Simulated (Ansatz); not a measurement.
**RbI (SMILES [Rb][I]): methods side by side**

The species is RbI (2 atoms), meant as a singlet with charge 0. As SMILES, `[Rb][I]`. The bond length is the measured one.

```
atom   x (Å)   y (Å)   z (Å)
  Rb  0.0000  0.0000  0.0000
   I  0.0000  0.0000  3.1769
```

Each level gives the energy change with the Rb1–I2 bond stretched from 3.177 to 3.971 Å (eV). The values are calculated.

```csv
level,kind,program,value (eV),less FCI/STO-3G,CPU time (all runs)
SVWN5/STO-3G (restricted),LDA,Ansatz,1.27,+0.02,3.8 s
revPBE/STO-3G (restricted),GGA,Ansatz,1.07,-0.18,6 s
r2SCAN/STO-3G (restricted),meta-GGA,Ansatz,1.16,-0.09,18 s
PBE0/STO-3G (restricted),global hybrid,Ansatz,1.23,-0.02,6.4 s
wB97M-V/STO-3G (restricted),range-separated hybrid,Ansatz,1.35,+0.10,75 s
B2PLYP/STO-3G (restricted),double hybrid,Ansatz,1.24,-0.01,8.1 s
RPA@PBE/STO-3G (restricted),RPA,Ansatz,1.18,-0.07,8.4 s
MP2/STO-3G (restricted),perturbation theory,Ansatz,1.25,0.00,1.8 s
CCSD/STO-3G (restricted),coupled cluster or CI,Ansatz,1.25,0.00,2 s
FCI/STO-3G,exact in the basis,Ansatz,1.25,0.00,12 s
```

FCI/STO-3G is exact within its basis and frozen core, so for wave-function methods in that basis the difference is their error; functionals converge differently with the basis, so for them it is only a difference. All-electron rows without a relativistic Hamiltonian named are non-relativistic. The first shape isn't each level's own minimum. The values span 1.07 to 1.35 eV. All rows use very small basis sets, so none should be taken for the real molecule's value. In the correlated wave-function rows the outer d shell of I is correlated, in sets not made for it. CPU times are rough (shared hosts, several kinds of processor and program).
